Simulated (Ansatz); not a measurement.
Program: Ansatz. Geometries: PBE0-D4/def2-TZVP. ΔE: electronic, gas phase. CCSD(T)/CBS is the MP2 limit (def2-TZVPP, def2-QZVPP) plus CCSD(T) − MP2 in def2-TZVPP, frozen cores. This one scheme is used for every species. DFT in def2-TZVPP. Each species was taken in one conformer, which may not be the lowest.

`C[SiH2][B](C)[AlH2]` + CH₄ → `C[SiH2]C` + `C[BH][AlH2]`  (formal exchange of groups at the Si–B bond)

```json
{"level": "ωB97M-V", "ΔE (kcal/mol)": "-2.3"}
{"level": "r2SCAN", "ΔE (kcal/mol)": "-0.4"}
{"level": "HF/CBS(def2)", "ΔE (kcal/mol)": "-5.6"}
{"level": "CCSD/CBS(def2)", "ΔE (kcal/mol)": "-2.1"}
```

Question: What does CCSD(T)/CBS give? (An estimate is asked.)

Answer: The calculation gave: -1.3 kcal/mol. The listed levels differ from it by -1.0, 0.9, -4.3, -0.8 kcal/mol.

Largest T1 diagnostic among the species: 0.012.

In def2-TZVPP, CCSD(T) changes the Hartree–Fock value by +4.1 kcal/mol (the triples alone add +0.8 kcal/mol) and MP2 by +3.1 kcal/mol. The D4 term adds +1.8 kcal/mol with B3LYP and +1.1 kcal/mol with PBE0; it sums over pairs of atoms, weighted by their polarisabilities, and B3LYP, whose exchange is more repulsive, gets the larger term.

B3LYP here is the variant with VWN-RPA as its local correlation; programs differ in this.
